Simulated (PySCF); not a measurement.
Ionisation energy of Sb(37+) by level of theory

Sb(37+) [Ne] 3s2 3p2 [3p1/2^2, M_J = 0] → Sb(38+) [Ne] 3s2 3p1 [3p1/2^1, M_J = 1/2], as a difference of total energies. All numbers are calculated (PySCF 2.14, the two-component X2C-1e Hamiltonian, in an uncontracted even-tempered set (19 s from 7.3 bohr⁻², ratio 2.4; 14 p from 9.5 bohr⁻², ratio 2.4; 4 d from 34 bohr⁻², ratio 2.6; 4 f from 51 bohr⁻², ratio 2.6)). Correlated levels: 1s2 frozen; the 56 highest virtual spinors dropped. "Screened" scales the spin-orbit matrix elements by Boettger's factors to mimic the two-electron term; Breit and QED terms are absent.

```csv
method,ionisation energy (eV)
GHF (spin-free),2533.8
GMP2 (spin-free),2534.5
GHF (screened spin-orbit),2568.3
GMP2 (screened spin-orbit),2570.1
```

Breit and QED terms and the two-electron picture change are absent.

The spin-free rows relax to the high-spin LS determinant and lack the spin-orbit shift.

The labels give the starting determinants; with spin-orbit coupling the two ends relaxed to ⟨J²⟩ = 0.00, ⟨L²⟩ = 1.34, ⟨S²⟩ = 1.34 and ⟨J²⟩ = 0.75, ⟨L²⟩ = 2.01, ⟨S²⟩ = 0.76.

For comparison: 2567 ± 4 eV (theoretical estimate listed by NIST; NIST Atomic Spectra Database, ionization energies).
